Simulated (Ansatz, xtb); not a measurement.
## C2H5Ge: which of two structures lies lower

Structure X is `C=[CH][GeH2]`, a doublet and structure Y is a doublet given by its coordinates. Both are isolated molecules in the gas phase, relaxed with r2SCAN-D4/def2-SVP; the shapes shown needn't be the lowest conformers.

X (Å):

```
atom    x (Å)    y (Å)    z (Å)
   C  -0.0236   0.0828   0.4818
   C   0.6544  -1.0038   0.0566
  Ge   2.5062  -1.3265   0.4230
   H   0.4387   0.8413   1.1248
   H  -1.0725   0.2504   0.2102
   H   0.1426  -1.7191  -0.6017
   H   2.8471  -2.8244   0.5097
   H   2.9905  -0.5405   1.6554
```

Y (Å):

```xyz
8

C     0.4802   -0.2074    0.3272
C     1.4674   -1.3148    0.6965
Ge    3.0571   -1.6161   -0.4721
H     0.9564    0.7856    0.3690
H    -0.3885   -0.1818    1.0081
H     0.0943   -0.3349   -0.6970
H     1.8243   -1.2108    1.7404
H     0.9703   -2.3103    0.6867
```

Close contacts (Å): C1–C2 1.53, C2–Ge3 2.00, C1–H4 1.10, C1–H5 1.10, C1–H6 1.10, C2–H7 1.11, C2–H8 1.11.

Question: Estimate which is lower in electronic energy at CCSD(T)/def2-SVP, and by roughly how much.

Answer: The CCSD(T)/def2-SVP calculation puts structure Y lower, by 9.1 kcal/mol.

How the difference moves with the method:

```json
{"level": "GFN2-xTB", "geometry": "GFN2-xTB", "E(Y) − E(X) (kcal/mol)": "−19.8", "departure from the last row (kcal/mol)": "−10.7", "job, with rough time for the two": "optimisation, 0.13 s"}
{"level": "HF/STO-3G", "geometry": "GFN2-xTB", "E(Y) − E(X) (kcal/mol)": "−6.3", "departure from the last row (kcal/mol)": "+2.7", "job, with rough time for the two": "single point, 0.81 s"}
{"level": "r2SCAN-D4/def2-SVP//GFN2-xTB", "geometry": "GFN2-xTB", "E(Y) − E(X) (kcal/mol)": "−9.7", "departure from the last row (kcal/mol)": "−0.6", "job, with rough time for the two": "single point, 9.2 s"}
{"level": "r2SCAN-D4/def2-SVP", "geometry": "r2SCAN-D4/def2-SVP", "E(Y) − E(X) (kcal/mol)": "−6.8", "departure from the last row (kcal/mol)": "+2.3", "job, with rough time for the two": "optimisation, 4.7 min"}
{"level": "HF/def2-SVP", "geometry": "r2SCAN-D4/def2-SVP", "E(Y) − E(X) (kcal/mol)": "−9.0", "departure from the last row (kcal/mol)": "0.0", "job, with rough time for the two": "part of the CCSD(T) run"}
{"level": "MP2/def2-SVP", "geometry": "r2SCAN-D4/def2-SVP", "E(Y) − E(X) (kcal/mol)": "−13.7", "departure from the last row (kcal/mol)": "−4.6", "job, with rough time for the two": "part of the CCSD(T) run"}
{"level": "CCSD(T)/def2-SVP", "geometry": "r2SCAN-D4/def2-SVP", "E(Y) − E(X) (kcal/mol)": "−9.1", "departure from the last row (kcal/mol)": "", "job, with rough time for the two": "single point, 34 s"}
```

None of the levels shown reverses the order. The largest departure from CCSD(T)/def2-SVP is that of GFN2-xTB, 10.7 kcal/mol. MP2 in a larger basis moves the difference by +1.7 kcal/mol, a step that isn't added because spin contamination makes open-shell MP2 unreliable in this search.

With harmonic frequencies from r2SCAN-D4/def2-SVP (ideal gas, rigid rotor, one conformer each, 298.15 K, 1 atm): the zero-point term adds +4.3 kcal/mol; ΔH is −4.8 and ΔG −5.1 kcal/mol.

Open shells are spin-unrestricted, with notable spin contamination under HF/STO-3G, HF/def2-SVP, MP2/def2-SVP, CCSD(T)/def2-SVP. The correlated steps freeze 11 core orbitals; the filled d shell of Ge is correlated, in a basis made for valence electrons. Codes used: Ansatz 0.2.0, xtb 6.7.1; the last row on 2 threads of Arm Neoverse V1 on a shared host.
